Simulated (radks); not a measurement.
Fractional charge and spin in the 5p shell of holmium: the spin-up occupation runs from 2 to 3 and the spin-down occupation from 2 to 3; the fullest corner is Ho, [Kr] 4d10 4f(up 5.5, down 5.5) 5s2 6s2 5p(up 3, down 3). All-electron calculation, scalar-relativistic Kohn-Sham, PBE, spin-polarised, spherical densities, finite nucleus; Fermi nuclear charge, rms radius of each element as measured or else 0.836 A^(1/3) + 0.57 fm. Program: a radial shooting solver on a logarithmic mesh with Libxc functionals. Energy (eV) minus the two flat planes that join the four corners (they meet along the diagonal where the two added fractions sum to one electron); zero is where a piecewise linear energy would lie.

\begin{tabular}{lrrr}
down \ up & 2 & 2.5 & 3 \\ \hline
2 & 0.000 & -1.501 & 0.000 \\
2.5 & -1.501 & 0.219 & -1.329 \\
3 & 0.000 & -1.329 & 0.000 \\
\end{tabular}

Corners above the fullest one (they belong to Ho+ and the next ion): (up 3, down 2) 30.999 eV, (up 2, down 3) 30.999 eV, (up 2, down 2) 74.230 eV. With half an added electron in each spin the energy lies 0.219 eV from the planes, and with half an added electron in spin up alone -1.501 eV. The planes are only a guide here: the flat-plane condition holds for ground states with one frontier orbital, while this shell lies below other occupied shells, so the corners above the fullest one are inner-hole states and not the ground states of those ions.
